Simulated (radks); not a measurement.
The numbers below are computed, except where a source is named.
Er VI, 63 electrons, occupied as [Kr] 4d10 4f10 5s2 5p5 (the NIST ground configuration). Level of theory: scalar-relativistic Kohn-Sham, r2SCAN, spin-unpolarised, spherical densities, finite nucleus; meta-GGA in the generalised Kohn-Sham scheme; Fermi nuclear charge, rms radius 5.2516 fm (a radial shooting solver on a logarithmic mesh with Libxc functionals).

Normalised radial functions P(r) = r R(r), r in bohr:

r	4p	5s
0.001115	0.0039	0.0567
0.001676	0.0078	0.0774
0.002541	0.0158	0.1038
0.003821	0.0313	0.1333
0.005793	0.0622	0.1617
0.008781	0.1202	0.1759
0.01321	0.2189	0.1544
0.02002	0.3721	0.0695
0.03035	0.5500	-0.0869
0.04563	0.6282	-0.2460
0.06917	0.3767	-0.2404
0.104	-0.3036	0.0637
0.1577	-0.9074	0.3940
0.239	-0.3661	0.1011
0.3595	1.0687	-0.5389
0.5449	1.5483	-0.2341
0.826	0.7404	0.8155
1.242	0.1360	1.0351
1.883	0.0072	0.4423
2.832	0.0001	0.0630
4.293	0.0000	0.0018

4p: eigenvalue -393.92 eV, 2 radial nodes at r = 0.0887, 0.267 bohr, <r> = 0.537 bohr, 90 % of the charge inside 0.780 bohr. 5s: eigenvalue -116.99 eV, 4 radial nodes at r = 0.0246, 0.0975, 0.254, 0.599 bohr, <r> = 1.19 bohr, 90 % of the charge inside 1.70 bohr.
